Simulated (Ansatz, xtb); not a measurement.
System: C$_{2}$HCl$_{2}$, charge 0, multiplicity 2. It need not be the lowest isomer of its formula. 
Coordinates optimised at B3LYP-D3(BJ)/def2-TZVP (Ansatz, an electronic-structure program):
```xyz
5

Cl     1.8097     0.2068    -0.0684
C      0.5874    -0.9103    -0.0321
C     -0.7180    -0.9144     0.0187
Cl    -1.6873     0.5446     0.0713
H     -1.2975    -1.8252     0.0320
```
Charge 0, spin multiplicity 2.

Harmonic wavenumbers from GFN2-xTB (xtb, at its own minimum), cm⁻¹: 108, 325, 488, 572, 719, 743, 1122, 1721, 3109.

Task: Give the harmonic wavenumbers at B3LYP-D3(BJ)/def2-TZVP (Ansatz, finite differences of forces, unscaled).

Result: 135, 373, 561, 680, 751, 772, 1225, 1686, 3215 cm⁻¹. Zero-point energy 13.4 kcal/mol.

Task: From these and the geometry, give the ideal-gas thermochemistry at 298.15 K and 1 atm (rigid rotor, harmonic oscillator).

Result: Point group Cs, rotational symmetry number 1. Rotational constants 14.84, 2.191, 1.909 GHz. S(trans) 39.59, S(rot) 26.05, S(vib) 5.31, S(elec, spin only) 1.38, S 72.3 cal/(mol K). H(298) - H(0) 3.32 kcal/mol; G - E(el) -4.8 kcal/mol.
